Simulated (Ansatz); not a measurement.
```yaml
crystal:
  periodic: [false, false, false]
  atoms:
    - {symbol: F, position_ang: [-2.196733, -0.429260, 1.198005]}
    - {symbol: In, position_ang: [-1.489779, 1.095275, 0.298856]}
    - {symbol: C, position_ang: [0.514991, 0.461320, -0.294276]}
    - {symbol: Si, position_ang: [0.892355, -1.106743, -0.291141]}
    - {symbol: Cl, position_ang: [1.569628, 1.528369, 0.751647]}
    - {symbol: H, position_ang: [-2.690890, 2.468973, 0.422751]}
    - {symbol: H, position_ang: [0.607888, 0.944692, -1.522209]}
    - {symbol: H, position_ang: [-0.017532, -1.849047, -1.017205]}
    - {symbol: H, position_ang: [0.607583, -1.651684, 1.345612]}
    - {symbol: H, position_ang: [2.309677, -1.378947, -0.704560]}
basis:
  gaussian: {orbitals: def2-TZVPD}
hamiltonian: {xc: {name: HF}}
scf: {lower_state_search: light}
kpoints: {mp_grid: {grid: [2, 2, 2]}}
output: {forces: true}
```

```sh
$ ansatz run in.yaml --threads 4 --pin off --events-out ev --progress --plain --max-ram 10444MiB
```

Output, abridged:

```
Error: invalid value for `basis.gaussian`: such a run doesn't read kpoints; remove what it names
```

(1) What is wrong with this run?

## Answers

(1) The input holds a key that doesn't belong there. The program refused the input.
